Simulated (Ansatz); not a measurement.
C2H4BI (`IC1BC1`), relaxed with RKS PBE0-D4/def2-TZVP in Ansatz from a PBE-D4/def2-SVP geometry. The force threshold is 0.005 eV/Å; the program also tests the step.

Total charge 0; spin multiplicity 1. I: def2 effective core potential.

Start:

```xyz
8

I    -0.442    1.153   -2.039
C     0.618    0.409   -0.282
B    -0.598    0.483    0.639
C    -0.027   -0.890    0.200
H     1.685    0.671   -0.301
H    -1.346    1.176    1.277
H     0.586   -1.370    0.992
H    -0.476   -1.631   -0.486
```

```
        step  energy (eV)  largest force (eV/Å)  largest move (Å)
           1  -10912.6268                 0.631             0.000
           2  -10912.6655                 0.187             0.069
           3  -10912.6718                 0.068             0.026
           4  -10912.6725                 0.045             0.006
           5  -10912.6735                 0.077             0.019
           6  -10912.6747                 0.068             0.032
           7  -10912.6755                 0.043             0.036
           8  -10912.6757                 0.016             0.022
9 (rejected)  -10912.6757                 0.014             0.008
          10  -10912.6758                 0.013             0.004
          11  -10912.6758                 0.006             0.004
          12  -10912.6758                 0.001             0.001
```

End:

```xyz
8

I    -0.356    1.099   -2.098
C     0.570    0.430   -0.304
B    -0.580    0.473    0.680
C    -0.026   -0.875    0.212
H     1.620    0.680   -0.269
H    -1.331    1.138    1.305
H     0.629   -1.373    0.928
H    -0.526   -1.574   -0.452
```

Hardware: 2 threads of an Arm Neoverse V2 on a shared host. Wall time 48 s, peak host memory 0.37 GiB.
